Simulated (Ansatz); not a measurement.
Reaction (homolysis of the Al–O bond): `C=[CH][Al]([CH3])[OH]` → `C=[CH][Al][CH3]`• + `[OH]`•

Computed with Ansatz on PBE0-D4/def2-TZVP structures; ΔE is electronic, products minus reactants. CCSD(T)/CBS is the MP2 limit (def2-TZVPP, def2-QZVPP) plus CCSD(T) − MP2 in def2-TZVPP, frozen cores. This one scheme is used for every species. Functionals use def2-TZVPP. No spin–orbit coupling; open shells (•) take unrestricted orbitals. One conformer a species, not always the lowest.

CCSD(T)/CBS gives +136.3 kcal/mol.

Q: Another level gave +124.1 kcal/mol. Which?
A. BHLYP-D4/def2-TZVPP
B. PBE-QIDH/def2-TZVPP
C. PBE-D4/def2-TZVPP
D. RPA@PBE/def2-TZVPP

A: D. RPA@PBE/def2-TZVPP 124.1, PBE-D4 131.1, PBE-QIDH 132.2, BHLYP-D4 127.0 kcal/mol.

Q: What do rigid-rotor, harmonic-oscillator terms from PBE0-D4/def2-TZVP frequencies (298.15 K, 1 bar) make of the CCSD(T)/CBS value? (Estimate.)

A: The calculation gave: ΔZPE = -4.0 kcal/mol, ΔH = +133.5 kcal/mol, ΔS = 154 J/(mol·K), ΔG = +122.5 kcal/mol. Open shells count their whole term as degenerate. Modes under 50 cm⁻¹ make the entropy rough.

Largest T1 diagnostic among the species: 0.018.

From r2SCAN to r2SCAN0 (25 % exact exchange), in def2-TZVPP and without D4, ΔE moves by −2.4 kcal/mol: exact exchange takes away binding that semilocal exchange gives to molecules. At CCSD(T), def2-SVP lies −8.9 kcal/mol from the extrapolated value and def2-TZVPP −3.7 kcal/mol: correlation converges slowly with the basis, and small sets miss more of it in the bonded molecule than in its fragments. In def2-TZVPP, CCSD(T) changes the Hartree–Fock value by +32.9 kcal/mol (the triples alone add +2.2 kcal/mol) and MP2 by +40.7 kcal/mol; breaking electron pairs costs correlation energy, which Hartree–Fock lacks.

CCSD(T)/CBS has its own doubt, a few kJ/mol and more with outer-core shells, so smaller differences from it don't rank the levels.
